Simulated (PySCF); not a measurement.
Relaxation of quartet [Sr3S]+

Computed with UPBE0 in PySCF with S def2-SVP, Sr def2-SVP with ECP28; scalar-relativistic core potentials, no spin–orbit coupling; density-fitted integrals. A (50,194) grid was used.

A hand-made trigonal planar start, of D3h symmetry, held to at least that symmetry:

```xyz
4
charge 1 multiplicity 4, angstrom
S     0.0000    0.0000    0.0000
Sr    2.8224    0.0000    0.0000
Sr   -1.4112    2.4443    0.0000
Sr   -1.4112   -2.4443    0.0000
```

Optimiser trace:
```json
{"step": "0", "E − E(last) (kJ/mol)": "1.42", "largest gradient (Eh/bohr)": "0.00442"}
{"step": "1", "E − E(last) (kJ/mol)": "0.86", "largest gradient (Eh/bohr)": "0.00346"}
{"step": "2", "E − E(last) (kJ/mol)": "0.00", "largest gradient (Eh/bohr)": "0.00021"}
{"step": "3", "E − E(last) (kJ/mol)": "0.00", "largest gradient (Eh/bohr)": "0.00001"}
```

It ends at D3h with S–Sr 2.781 Å (×3); Sr–S–Sr 120.0° (×3). A frequency run shows a minimum. Other isomers or separated fragments may lie lower.

Final geometry:
```xyz
4
charge 1 multiplicity 4, angstrom
S     0.0000    0.0000    0.0000
Sr    2.7805    0.0000    0.0000
Sr   -1.3903    2.4080    0.0000
Sr   -1.3903   -2.4080    0.0000
```

At this level a doublet minimum of Cs symmetry lies 39 kJ/mol below this structure.
